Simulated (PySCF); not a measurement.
Bi(OH)2(OMe) (CH5BiO3), SMILES [OH][Bi]([OH])[O]C.

Coordinates come from a PBE0-D3(BJ)/def2-SVP optimisation. The structure was generated by enumeration; whether it is a known compound was not checked. The def2 effective core potentials stand for the cores of Bi; spin–orbit coupling is left out. The values are those of a single conformer.

The numbers are results of PySCF with PBE/def2-TZVP, not measurements.

The molecule is in vacuum.

```yaml
total_energy: -481.31812 hartree
highest_occupied_level: -6.11 eV
lowest_empty_level: -1.75 eV
orbital_gap: 4.36 eV
dipole_moment: 1.12 D
quadrupole, principal values (traceless, Buckingham form, about the centre of nuclear charge): -6.34, -5.13, 11.47 D·Å
mean_static_polarisability: 67.6 bohr³ (10.02 Å³)
polarisability_principal_values: 62.1, 63.2, 77.6 bohr³
```
